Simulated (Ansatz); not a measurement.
System: CH$_{6}$BN$_{2}$, net charge 0, doublet state. SMILES: [CH2]B(N)N
Geometry: optimised at B3LYP-D3(BJ)/def2-TZVP (Ansatz, a first-principles code).

Property: atomisation energy, in kcal/mol. Conventions: 6-311+G** with 5d; atomisation electronic, to ground-state atoms; non-relativistic; LANL2DZ all-electron up to Ne; six Cartesian d functions in 6-31G* and its kin unless marked 5d; valence correlation only; open shells spin-unrestricted; spin-orbit terms left out. Basis-set limits of correlation are two-point, X^-3; Hartree-Fock from the larger set. Ab initio and DFT rows: single points at B3LYP-D3(BJ) geometries (Ansatz).

Coupled cluster (Ansatz) is a level with limits of its own, used here on species with T1 under 0.025 (0.045 for open shells) and stable references: CCSD(T)/CBS(aug-cc-pVTZ,aug-cc-pVQZ).

Value to compare with, CCSD(T)/CBS(aug-cc-pVTZ,aug-cc-pVQZ) (Ansatz): 902.7 kcal/mol.

```
level         program  atomisation energy (kcal/mol)  difference
------------  -------  -----------------------------  ----------
HF/STO-3G      Ansatz                          755.3      -147.4
HF/3-21G       Ansatz                          618.3      -284.4
HF/LANL2DZ     Ansatz                          615.9      -286.8
HF/6-31G*      Ansatz                          644.7      -258.0
HF/6-311+G**   Ansatz                          652.1      -250.6
```

Among the 5 habitual levels, HF/LANL2DZ lies farthest from CCSD(T)/CBS(aug-cc-pVTZ,aug-cc-pVQZ) (Ansatz) (-286.8 kcal/mol) and HF/STO-3G nearest (-147.4); 0 of 5 lie above it, and their mean absolute difference is 245.4 kcal/mol, the median 258.0. One case shows no general order.

The sets are all those run for this method; left out are runs that failed, that the program found above a lower state of the same kind, or whose <S^2> lies over 0.5 above the pure value.
